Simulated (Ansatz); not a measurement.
Ansatz (a first-principles code) input (B2GP-PLYP/def2-TZVPD):

Ansatz 0.2 input:
```yaml
crystal:
  periodic: [false, false, false]
  atoms:
    - {symbol: Si, position_ang: [0.11758219, -0.05707383, -0.00147873]}
    - {symbol: C, position_ang: [1.62318459, -0.85601232, -0.44647040]}
    - {symbol: C, position_ang: [-1.29710923, 0.43064439, -1.22800562]}
    - {symbol: N, position_ang: [-0.81316657, -1.07647710, 1.11663454]}
    - {symbol: N, position_ang: [0.45215582, 1.54115568, 0.69807580]}
    - {symbol: H, position_ang: [2.44057215, -0.30247731, -0.90728558]}
    - {symbol: H, position_ang: [1.65568043, -1.92622025, -0.64764955]}
    - {symbol: H, position_ang: [-2.14508077, 0.92021729, -0.72971310]}
    - {symbol: H, position_ang: [-1.67655735, -0.45700817, -1.74409525]}
    - {symbol: H, position_ang: [-0.91760185, 1.11307927, -1.99515179]}
    - {symbol: H, position_ang: [-0.26882741, -1.84292284, 1.48956258]}
    - {symbol: H, position_ang: [-1.70543236, -1.41846412, 0.78620726]}
    - {symbol: H, position_ang: [0.11302013, 2.34345526, 0.18467742]}
    - {symbol: H, position_ang: [1.42869948, 1.66883198, 0.92803398]}
basis:
  gaussian:
    orbitals: def2-TZVPD
hamiltonian:
  xc: {name: B2GP-PLYP}
total_charge: -1
magnetization: {spin_polarized: false}
correlation: {electrons: outside_noble_gas}
```

End of the output:

```
integrals: 0.82 GiB planned
1883 factors; integrals over basis functions are off by at most 9.1e-4 eV
mean field: 1.85 GiB planned
mean field evaluation 1: about -13054.8635 eV, gradient 5.7e1 eV
mean field evaluation 2: about -13054.9000 eV, gradient 5.7e1 eV
mean field evaluation 4: about -13061.9399 eV, gradient 4.8e0 eV
mean field evaluation 8: about -13062.0098 eV, gradient 2.7e-1 eV
mean field evaluation 16: about -13062.0101 eV, gradient 2.0e-4 eV
mean field -13062.01012434 eV, -480.0200183209 hartree, gradient 5.0e-6 eV, S^2 0.000000; 0 other end points of the search recorded, 0 dependent functions left out
9 core orbitals not correlated
reference -13062.01028637 eV, -480.0200242754 hartree; 16, 16 occupied and 247, 247 virtual orbitals, 1883 factors
second order -28.70733388 eV of doubles, -0.00000000 eV of singles
Total energy: -13072.34492656 eV, -480.3998152976 hartree
```

It need not be the lowest isomer of its formula. Whether it binds its extra electron was not tested at this geometry.
